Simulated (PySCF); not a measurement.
Cl4Ti, singlet, geometry from GFN2-xTB (such geometries of metal compounds can be far from the true shape), with bond 5-1 at 1.8 times its length. Base run: CASSCF(2,3)/STO-3G in PySCF.

Here is a job for PySCF.
```python
from pyscf import gto, scf, mcscf
import numpy

mol = gto.Mole()
mol.atom = '''
    Ti   -0.000000   -0.000000    0.000000
    Cl    1.694742   -0.540217   -1.137113
    Cl    0.595158    0.470024    1.970248
    Cl   -0.927583    1.682437   -0.875219
    Cl   -2.452171   -2.902040    0.075753
'''
mol.basis = 'sto-3g'
mol.charge = 0
mol.spin = 0
mol.verbose = 4
mol.build()

mf = scf.RHF(mol)
mf.kernel()
mc = mcscf.CASSCF(mf, 3, 2)
mc.fix_spin_(ss=0.0)
mc.kernel()
occ = numpy.linalg.eigvalsh(mc.fcisolver.make_rdm1(mc.ci, mc.ncas, mc.nelecas))[::-1]
ss = mc.fcisolver.spin_square(mc.ci, mc.ncas, mc.nelecas)[0]
print('natural occupations', occ.round(4), ' <S^2>', round(ss, 4))
```

Each row names what was changed in the base input (with any setting that the change needs).

```csv
change,ΔE vs base (kcal/mol),natural occupations,<S^2> of the state,core-seconds (rough)
base,0.000,1.45 0.55 0.00,0.00,2
"active space = 10 electrons, 8 orbitals",-12.45,2.00 2.00 1.99 1.99 1.48 0.52 0.01 0.01,0.00,20
orbitals = fixed (CASCI); correction = SC-NEVPT2,-81.8,1.60 0.40 0.00,0.00,0.9
"active space = 6 electrons, 7 orbitals",-9.55,1.99 1.99 1.48 0.52 0.01 0.01 0.00,0.00,20
"active space = 6 electrons, 5 orbitals",-3.20,2.00 1.99 1.46 0.54 0.01,0.00,10
state_average = 2 states,0.78,-,-,2
fix_spin_ = off,0.000,1.45 0.55 0.00,0.00,2
correction = SC-NEVPT2,-72.3,1.45 0.55 0.00,0.00,2
solver = newton,0.000,1.45 0.55 0.00,0.00,2
"active space = 6 electrons, 4 orbitals",-0.012,2.00 2.00 1.45 0.55,0.00,3
start = MP2 natural orbitals,0.000,1.45 0.55 0.00,0.00,3
```

Active orbitals are taken around the Fermi level unless the row says otherwise; CASSCF can end in different local minima, and two programs can end on different orbitals. State-averaged rows give the lowest state.
